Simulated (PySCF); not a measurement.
Spin-rotation constants: SMILES O=CO[C@@H]1C=COC1=O, C5H4O4

Geometry (Å), atoms numbered from 1 in this order:
```xyz
13

O     2.7354   -0.1104   -0.8498
C     2.3749    0.3900    0.1707
O     1.1260    0.4864    0.6072
C     0.1085   -0.1039   -0.1965
C    -1.0295    0.8134   -0.5192
C    -2.1450    0.2469   -0.0778
O    -1.9433   -0.9580    0.5481
C    -0.6189   -1.2352    0.5635
O    -0.1434   -2.1983    1.0742
H     3.0347    0.8665    0.9116
H     0.5887   -0.5168   -1.1001
H    -0.9240    1.7520   -1.0221
H    -3.1685    0.5678   -0.1276
```

Level of theory: GIAO HF/pcSseg-1 magnetisability, rotational g tensor and spin-rotation constants, non-relativistic, gas phase in PySCF. Geometry: GFN2-xTB.

Task: Give the nuclear spin-rotation constants along the inertial axes (H = +C I·J) beside the isotropic shieldings.

Result: Rotational constants 3.3406, 1.2671, 1.0082 GHz. A star marks the isotopologue with that one atom substituted, in its own axes.
| atom | isotope | Caa (kHz) | Cbb (kHz) | Ccc (kHz) | mean (kHz) | σ (ppm) |
| --- | --- | --- | --- | --- | --- | --- |
| H10 | 1H | -0.078 | -0.113 | 0.011 | -0.060 | 24.0 |
| H11 | 1H | -0.177 | -0.132 | 0.033 | -0.092 | 25.4 |
| H12 | 1H | -0.306 | 0.100 | -0.130 | -0.112 | 26.3 |
| H13 | 1H | 0.124 | -0.054 | -0.117 | -0.016 | 24.9 |
| O1 | 17O* | -2.030 | -0.065 | -0.541 | -0.879 | -91.2 |
| C2 | 13C* | 1.736 | 0.298 | 0.307 | 0.781 | 26.0 |
| O3 | 17O* | -0.492 | -0.138 | -0.314 | -0.315 | 165.0 |
| C4 | 13C* | 0.711 | 0.222 | 0.200 | 0.377 | 131.6 |
| C5 | 13C* | 0.811 | 0.570 | 0.134 | 0.505 | 80.0 |
| C6 | 13C* | 0.991 | 0.656 | 0.200 | 0.615 | 37.0 |
| O7 | 17O* | -0.630 | -0.454 | -0.121 | -0.402 | 123.4 |
| C8 | 13C* | 1.846 | 0.372 | 0.263 | 0.827 | 16.4 |
| O9 | 17O* | -1.977 | -0.804 | -0.035 | -0.939 | -120.0 |

For the geometry as given, no vibrational averaging.
